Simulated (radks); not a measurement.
Coulomb parameter of the 4f shell of neutral promethium in the model configuration [Xe] 4f3 5d2 6s2, as a second difference U = [E(n + 0.5) + E(n - 0.5) - 2 E(n)] / (0.5)^2 with all orbitals relaxed. "Bare": the charge of the atom changes with n. "Screened": the 5d shell takes up the change at fixed total charge, which measures U(4f,4f) + U(5d,5d) - 2 U(4f,5d). All-electron calculation, scalar-relativistic Kohn-Sham, PBE, spin-unpolarised, spherical densities, finite nucleus; Fermi nuclear charge, rms radius 4.962 fm. Program: a radial shooting solver on a logarithmic mesh with Libxc functionals.

case                  configuration  E - E(n) (eV)
start              [Xe] 4f3 5d2 6s2          0.000
bare +0.5        [Xe] 4f3.5 5d2 6s2         -5.194
bare -0.5        [Xe] 4f2.5 5d2 6s2          8.784
screened +0.5  [Xe] 4f3.5 5d1.5 6s2         -4.282
screened -0.5  [Xe] 4f2.5 5d2.5 6s2          5.690

U(bare) = 14.360 eV, U(screened by 5d) = 5.633 eV, against the Slater integral F0(4f,4f) = 28.258 eV with frozen orbitals. The step up makes a negative ion, whose loosely bound charge lowers the bare value.
